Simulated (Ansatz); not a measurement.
Reaction (ligand exchange at the Al–F bond): `[F][Al]([F])[Br]` + CH₃NH₂ → `C[NH][Al]([F])[Br]` + H–F

Program: Ansatz. Geometries: PBE0-D4/def2-TZVP. ΔE: electronic, gas phase. CBS: MP2 limit from def2 TZ/QZ plus the TZ coupled-cluster correction, frozen cores. This one scheme is used for every species. DFT in def2-TZVPP. HSE06 is defined as in plane-wave codes. For Br outer-core shells are correlated without core-valence functions, which leaves a few kJ/mol of doubt a bond. Scalar relativity is left out up to krypton. One conformer a species, not always the lowest.

`[F][Al]([F])[Br]`:

Z-matrix (Å, degrees):
```
Al
F 1 1.631
Br 1 2.216 2 120.6
F 1 1.631 2 118.9 3 -180.0
```

CH₃NH₂:

```xyz
7

C     0.556   -0.019    0.113
N    -0.768    0.166   -0.456
H     0.580   -0.485    1.109
H     1.057    0.950    0.188
H     1.156   -0.636   -0.558
H    -1.337    0.746    0.147
H    -1.245   -0.721   -0.543
```

`C[NH][Al]([F])[Br]`:

Z-matrix (Å, degrees):
```
C
N 1 1.450
H 1 1.096 2 112.0
H 1 1.095 2 112.0 3 -121.5
H 1 1.092 2 109.9 3 119.3
Al 2 1.748 1 128.1 3 -119.2
H 2 1.009 1 112.7 3 60.8
Br 6 2.238 2 121.1 1 -180.0
F 6 1.643 2 119.5 1 0.0
```

H–F:

Cartesian coordinates in Å:
```
F 0.440 -0.132 -0.023
H -0.440 0.132 0.023
```

CCSD(T)/CBS gives +79.5 kJ/mol.

Question: Another level gave +84.8 kJ/mol. Which?
A. LDA (SPW92)/def2-TZVPP
B. HSE06/def2-TZVPP
C. HF/def2-TZVPP
D. B2PLYP/def2-TZVPP

Answer: D. B2PLYP 84.8, HSE06 79.5, HF/def2-TZVPP 93.1, LDA (SPW92) 70.4 kJ/mol.

Largest T1 diagnostic among the species: 0.010.

The D4 term adds −7.1 kJ/mol with B3LYP and −4.1 kJ/mol with PBE0; it sums over pairs of atoms, weighted by their polarisabilities, and B3LYP, whose exchange is more repulsive, gets the larger term. In def2-TZVPP, CCSD(T) changes the Hartree–Fock value by −14.8 kJ/mol (the triples alone add −2.2 kJ/mol) and MP2 by −16.2 kJ/mol. At CCSD(T), def2-SVP lies +4.5 kJ/mol from the extrapolated value and def2-TZVPP −1.2 kJ/mol.

B3LYP here is the variant with VWN-RPA as its local correlation; programs differ in this.
